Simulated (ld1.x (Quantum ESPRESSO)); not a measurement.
## antimony: one change to a PAW potential, before and after

antimony (Sb), PAW, made with ld1.x (Quantum ESPRESSO) 7.5 (PBEsol, scalar-relativistic). Core [Kr], reference 4d10 5s2 5p3. Waves: 5s (bound): rcut 1.30, rcutus 1.80 bohr; 5s channel at 0.05 Ry: rcut 1.30, rcutus 1.80 bohr; 5p (bound): rcut 1.55, rcutus 2.10 bohr; 5p channel at -0.05 Ry: rcut 1.55, rcutus 2.10 bohr; 4d (bound): rcut 0.80, rcutus 0.95 bohr; 4d channel at -2.05 Ry: rcut 0.80, rcutus 0.95 bohr. Local part: all-electron potential smoothed inside 1.20 bohr (lloc = -1). Core correction: a·sin(br)/r model core inside 0.70 bohr. Augmentation charge: PSQ, inside the norm-conserving radii.

Change: all radii but the core radius scaled by about 1.27 (s 2.28, p 2.66, d 1.20 bohr, rcut 1.64/1.96/1.02); local potential all-electron potential smoothed inside 1.52 bohr (lloc = -1).

Cutoffs: the cutoffs (Ry, on a coarse ladder) from which the occupation-weighted sum of valence levels, in a spherical-Bessel basis at the reference potential, stays within 10 and 1 mRy of its value at 400 Ry; they do not see the model core or the augmentation charge, which bear on the density cutoff. Errors are all-electron minus pseudo energies relative to the spin-unpolarised reference configuration.

Question: What does the change do?

Answer: The potential gets softer (140 Ry and 230 Ry → 110 Ry and 180 Ry); the bound ghosts move from p, s to s; of the 7 tests that both files solve, the error grows in 4 and shrinks in 2 by more than 15 % and 0.3 meV (median size 4.6 → 3.8 meV). A larger radius leaves more room for a smooth pseudo-wave, so fewer plane waves are needed.

| quantity | base | changed |
| --- | --- | --- |
| cutoff, loose | 140 Ry | 110 Ry |
| cutoff, tight | 230 Ry | 180 Ry |
| loose cutoff by channel (10 mRy a level) | s 10 Ry, p 6 Ry, d 100 Ry | s 6 Ry, p 6 Ry, d 70 Ry |
| bound ghosts | s, p | s |
| error for 4d10 5s2 5p2, meV [ΔE 8.34 eV] | -2.6 | -3.5 |
| error for 4d10 5s2 5p1, meV [ΔE 24.36 eV] | -7.7 | -10.0 |
| error for 4d10 5s2 5p0, meV [ΔE 48.80 eV] | -17 | -21 |
| error for 4d10 5s1 5p0, meV [ΔE 93.13 eV] | -40 | -46 |
| error for 4d10 5s2 5p2.5, meV [ΔE 3.27 eV] | -1.0 | -1.5 |
| error for 4d10 5s1 5p3, meV [ΔE 17.11 eV] | -4.6 | -3.8 |
| error for 4d10 5s0 5p5, meV [ΔE 16.49 eV] | -4.0 | +1.9 |
| lowest overlap eigenvalue by channel | s 0.43, p 0.45, d 0.92 | s 0.23, p 0.43, d 0.73 |

 A true bound ghost makes a file unfit for plane-wave use even where its test errors are small: the radial tests pick states by their node count and pass the ghost by.
